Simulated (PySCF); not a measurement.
phosphoric acid cation (H₃O₄P), SMILES O=P(O)(O)O (connectivity only; charge and spin as stated), charge +1, multiplicity 2. Coordinates come from a PBE0-D3(BJ)/def2-SVP optimisation. The multiplicity is an assumed one; other spin states were not compared. The values are those of a single conformer.

Method: PBE0-D3(BJ)/def2-SVP in PySCF 2.14.0.

Harmonic wavenumbers (cm⁻¹): 181, 264, 273, 350, 381, 387, 402, 422, 831, 844, 855, 886, 990, 1139, 1149, 3756, 3772, 3784. Rotational constants (GHz): 4.767, 4.507, 4.085; symmetry number 1.

Problem. Work out the zero-point energy and the ideal-gas rigid-rotor harmonic-oscillator thermochemistry at 298.15 K and 1 atm.

Solution. ZPE = ½ Σ hcν = ½ × 20668 cm⁻¹ = 29.55 kcal/mol. H − E(el) = 34.09 kcal/mol. Entropy in cal/(mol K): translation 39.66, rotation 25.71, vibration 11.45, spin 1.38, total 78.20. G − E(el) = 10.77 kcal/mol. Cp = 23.89 cal/(mol K).
